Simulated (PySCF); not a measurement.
Run record: geometry optimisation, NbSMe3, `[CH3][Nb]([CH3])([CH3])=[S]`.

Method: PBE0-D3(BJ)/def2-SVP geometry optimisation, gas phase, def2 core potentials past Kr (PySCF 2.14.0). Start geometry: GFN2-xTB. The input is one job of a driver script: a line of settings, then coordinates in Å.

Input:
```
{"job": {"xc": "PBE0", "basis": "def2-SVP", "d3": "d3bj", "grid": 1, "maxiter": 30, "shake": 0.03, "kind": "geom"}, "charge": 0, "multiplicity": 1}
Nb     0.074510    -0.056110     0.280440
S     -0.004240     0.007060     2.489650
C      2.150060    -0.015540    -0.191820
H      2.845620     0.833120     0.295060
H      2.398230     0.022570    -1.279580
H      2.660810    -0.918700     0.201060
C     -1.103540     1.889210    -0.166000
H     -2.099670     1.861150     0.239380
H     -1.239470     2.074120    -1.192380
H     -0.663810     2.781840     0.287870
C     -1.102330    -1.891670    -0.150980
H     -2.089720    -1.854830     0.220340
H     -0.671950    -2.723010     0.251350
H     -1.173940    -2.053030    -1.241190
```

Output:
```
step   0  E = -574.40203947  max force = 0.063117
step   1  E = -574.43086647  max force = 0.024113
step   2  E = -574.43450702  max force = 0.012665
step   3  E = -574.43585990  max force = 0.004598
step   4  E = -574.43627171  max force = 0.002466
step   5  E = -574.43637561  max force = 0.001264
step   6  E = -574.43641152  max force = 0.001201
step   7  E = -574.43642250  max force = 0.000457
step   8  E = -574.43642536  max force = 0.000227
optimisation converged
```

Energies in Eh; «max force» is the largest Cartesian gradient component in Eh/bohr.

Task: Give the first gradient maximum in eV/Å.

Result: With 1 Eh/bohr = 51.422 eV/Å, 3.246 eV/Å.

In short: final energy -574.43643 Eh after 8 steps; dipole 3.27 D.

Time: 82 s of wall time; peak memory 0.57 GiB. Hardware: Arm Neoverse V2, one thread, shared host.
Labels such as C1 count atoms from 1, the log's own numbers from 0.
